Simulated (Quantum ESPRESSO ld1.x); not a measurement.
One sound ld1.x (Quantum ESPRESSO 7.5) input for neutral potassium gives E = -600.5587 hartree in 27 iterations:

```
 &input
    zed=19.0,
    iswitch=1,
    rel=1,
    dft='PW',
    config='[Ar] 4s1',
    prefix='ld1',
    max_out_wfc=37,
    file_charge='ld1.rho',
 /
```

Changed or added lines, one case at a time, and what came of them:

- beta=0.005: not converged. So little new potential is mixed in that the limit of 200 iterations comes first; the energy is off by +0.001549 hartree.
- tr2=1e-1: inaccurate. The cycle stops early, after 5 iterations, and the energy is off by +0.6624 hartree against the sound run.
- noscf=.true.: ran as typed. With noscf the program prints the levels of a bare nucleus, with no screening and no total energy; they are not those of the atom.
- relpert=.true.: refused. The program stops in ld1_readin with "perturbative SO-splitting for AE calculations with rel=0 only": the perturbative correction needs rel = 0.
- lsd=1 dft='PBE': silently wrong. The run ends normally, but in this build (ld1.x 7.5) Etot and Exc of a spin-polarised run lack the gradient corrections of exchange and correlation and come out near their LSDA values (nitrogen, PBE: -54.132 hartree against -54.536 from two other codes). The eigenvalues and orbitals are those of the GGA; the energies must not be used.
- config='[Ar] 4s': refused. The program stops in el_config with "no occupancy field?": each term needs its occupation.
- dx=0.002: refused. The program stops in do_mesh with "ndmx is too small": the mesh holds 3500 points at most, so dx, xmin and rmax must fit that.
